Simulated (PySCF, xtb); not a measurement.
F₂S, charge +1, multiplicity 2. Atoms are numbered in the order given.

```xyz
3

F      0.0000    -1.1796    -0.4490
S      0.0000     0.0000     0.5052
F      0.0000     1.1796    -0.4490
```
Charge +1, spin multiplicity 2.

Geometry optimised at B3LYP-D3(BJ)/def2-TZVP. The multiplicity is an assumed one; other spin states were not compared.

Calculation: PySCF with IEF-PCM-M06-2X/def2-SVP.

The values are the electrostatic part of the solvation free energy, E(continuum) − E(gas) at the gas-phase geometry, in a cavity of scaled van der Waals radii (PySCF's table); cavitation and dispersion terms are not included.

Computed values in water (ε = 78.36), dimethylsulfoxide (ε = 46.83), acetone (ε = 20.49):
| solvent | ε | ΔG(elec) (kcal/mol) |
|---|---|---|
| water | 78.36 | -73.3 |
| dimethylsulfoxide | 46.83 | -72.6 |
| acetone | 20.49 | -70.5 |

For comparison, GFN2-xTB/ALPB(water) (xtb, at the GFN2-xTB geometry, all terms of that model) gives -66.8 kcal/mol.
